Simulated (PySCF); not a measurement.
**How the functional moves excitation energies**

C₂H₇BOSi.
InChI=1S/C2H7BOSi/c3-1-2-4-5/h1-2H,3H2,5H3/b2-1+

Linear-response calculations in the def2-SVPD basis (PySCF; singlets by full response, triplets Tamm–Dancoff, core orbitals frozen in the response; HF means time-dependent Hartree–Fock). 'Strongest' is the level of largest summed f among the singlets computed (10 roots, of which the last may lack a degenerate partner); it can jump between rows when another state enters that window. S1 is the lowest singlet of each run and needn't be the same state throughout; f(S1) is that of one state. Isolated species at its PBE0-D3(BJ)/def2-SVP geometry (one conformer only).

```tsv
functional	kind	S1 (eV)	f(S1)	strongest (eV)	T1 (eV)	HOMO (eV)	gap (eV)	ionisation energy, ΔSCF (eV)
LDA	LDA	4.73	0.000	5.09	3.50	-6.67	3.89	9.68
PBE	GGA	4.95	0.000	5.13	3.39	-6.47	3.95	9.44
B3LYP	global hybrid, 20% exact exchange	5.36	0.498	5.36	3.47	-7.28	5.51	9.50
PBE0	global hybrid, 25% exact exchange	5.43	0.507	5.43	3.43	-7.51	5.94	9.48
BHandHLYP	global hybrid, 50% exact exchange	5.66	0.532	5.66	3.49	-8.40	7.91	9.33
CAM-B3LYP	range-separated hybrid	5.51	0.520	5.51	3.45	-8.75	8.29	9.53
wB97X-D	range-separated hybrid	5.54	0.523	5.54	3.57	-9.28	9.55	9.48
LC-wPBE	range-separated hybrid	5.62	0.539	5.62	3.36	-10.05	10.71	9.53
HF	Hartree–Fock	6.03	0.576	6.03	3.28	-9.79	11.90	not settled
```

S1 runs from 4.73 eV (LDA) to 6.03 eV (HF), a spread of 1.29 eV, while the orbital gap spreads over 8.0 eV. Along PBE (0%), B3LYP (20%), PBE0 (25%), BHandHLYP (50%), HF (100%) S1 rises with the share of exact exchange. −ε(HOMO) comes closest to its own ΔSCF ionisation energy with wB97X-D (-0.20 eV) and misses most with LDA (-3.01 eV). 'Not settled' means that the ion's SCF failed to converge or may have ended in another state than the lowest.
